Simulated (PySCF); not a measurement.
1,1-dichloro-1-fluoropropane (C3H5Cl2F), SMILES CCC(Cl)(F)Cl. Atoms are numbered in the order given.

```xyz
11

C     -2.4475     0.1544     0.1385
C     -1.1258     0.9040    -0.0165
C      0.0748    -0.0100    -0.2252
F     -0.1109    -0.7998    -1.3128
Cl     1.5675     0.9674    -0.4975
Cl     0.3392    -1.0911     1.1999
H     -2.4315    -0.4992     1.0323
H     -2.6501    -0.4780    -0.7476
H     -3.2823     0.8733     0.2481
H     -0.9098     1.5408     0.8639
H     -1.1509     1.5734    -0.9020
```

The structure is a stationary point at PBE-D3(BJ)/def2-SVP. One conformer was computed; it need not be the lowest.

The numbers are results of PBE-D3(BJ)/def2-SVP (PySCF), not measurements.

Frequencies are harmonic and unscaled.

### Question
Estimate the vibrational spectrum. (An estimate is asked for; the answer gives what the named calculation found.)

### Answer

```csv
mode,ν (cm⁻¹),IR (km/mol),moving atoms (share of kinetic energy)
1,116,0.1,"H 43 %, C 36 %, Cl 12 %, F 9 %"
2,196,0.2,"Cl 35 %, C 33 %, H 17 %, F 15 %"
3,220,0.0,"H 79 %, F 10 %"
4,249,0.5,"Cl 68 %, C 15 %, F 8 %, H 8 %"
5,328,2.5,"F 38 %, C 30 %, H 20 %, Cl 13 %"
6,368,4.5,"C 33 %, Cl 32 %, H 19 %, F 16 %"
7,384,6.3,"Cl 50 %, F 29 %, C 13 %, H 8 %"
8,430,3.4,"Cl 44 %, F 33 %, C 18 %"
9,587,30.1,"C 49 %, H 22 %, Cl 15 %, F 13 %"
10,752,77.4,"C 46 %, H 42 %, F 8 %"
11,800,113.3,"H 52 %, C 44 %"
12,923,100.4,"C 67 %, H 25 %"
13,975,55.3,"H 52 %, C 33 %, F 16 %"
14,1067,20.5,"C 62 %, H 38 %"
15,1091,35.0,"C 54 %, H 46 %"
16,1157,78.7,"C 68 %, H 20 %, F 11 %"
17,1249,18.3,"H 81 %, C 18 %"
18,1307,6.8,"H 60 %, C 40 %"
19,1344,2.7,"H 76 %, C 24 %"
20,1395,3.2,H 92 %
21,1413,7.3,H 97 %
22,1434,10.4,H 94 %
23,2989,12.8,H 97 %
24,2999,7.2,H 94 %
25,3060,0.9,"H 91 %, C 9 %"
26,3084,8.0,"H 91 %, C 9 %"
27,3087,9.2,"H 90 %, C 10 %"
```
